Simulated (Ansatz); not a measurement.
`BC=C(C)C` + ethylmethylamine → `BN(C)CC` + isobutene at 400 K and 1 bar (ligand exchange at a B–C bond).

Program: Ansatz. Geometries: PBE0-D4/def2-TZVP. ΔE: electronic, gas phase. CCSD(T)/CBS adds triple-zeta CCSD(T) − MP2 to the extrapolated MP2 energy (def2 sets, frozen cores). This one scheme is used for every species. Each species was taken in one conformer, which may not be the lowest.

```json
{"species": "`BC=C(C)C`", "CCSD(T)/CBS energy (Eh)": "-182.39479", "H − E (kJ/mol)": "345.6", "S (J/(mol·K))": "364.9"}
{"species": "`CCNC`", "CCSD(T)/CBS energy (Eh)": "-174.26710", "H − E (kJ/mol)": "345.0", "S (J/(mol·K))": "331.8"}
{"species": "`BN(C)CC`", "CCSD(T)/CBS energy (Eh)": "-199.69839", "H − E (kJ/mol)": "382.8", "S (J/(mol·K))": "358.6"}
{"species": "`C=C(C)C`", "CCSD(T)/CBS energy (Eh)": "-157.01236", "H − E (kJ/mol)": "309.5", "S (J/(mol·K))": "318.0"}
```

H − E and S are ideal-gas, rigid-rotor, harmonic terms from PBE0-D4/def2-TZVP, for one conformer and one mirror image of each species. 1 Eh = 2625.50 kJ/mol, R = 8.31446 J/(mol·K).

By hand: ΔE, ΔH, ΔS and ΔG.

ΔE = (-199.69839) + (-157.01236) − (-182.39479) − (-174.26710) = -0.04886 Eh = -128.3 kJ/mol. Δ(H − E) = 382.8 + 309.5 − 345.6 − 345.0 = 1.7, so ΔH = -126.6 kJ/mol. ΔS = 358.6 + 318.0 − 364.9 − 331.8 = -20.1 J/(mol·K). ΔG = -126.6 − 400 × (-20.1)/1000 = -118.6 kJ/mol.

By hand: the equilibrium constant, and the temperature at which ΔG would vanish if ΔH and ΔS stayed fixed.

log₁₀ K = −ΔG/(RT ln 10) = 15.5. ΔG = 0 at ΔH/ΔS = 6299 K, far beyond where these terms or the molecules hold.

ΔH outweighs TΔS. A doubt of 5 kJ/mol in ΔE shifts log₁₀ K by 0.7 here. Other conformers and mirror images would add mixing entropy, several J/(mol·K) or more a flexible species. These are equilibria of isolated gas molecules and say nothing of rates. Largest T1 diagnostic: 0.012 (customary marks: 0.02 for closed shells, 0.045 for open ones).
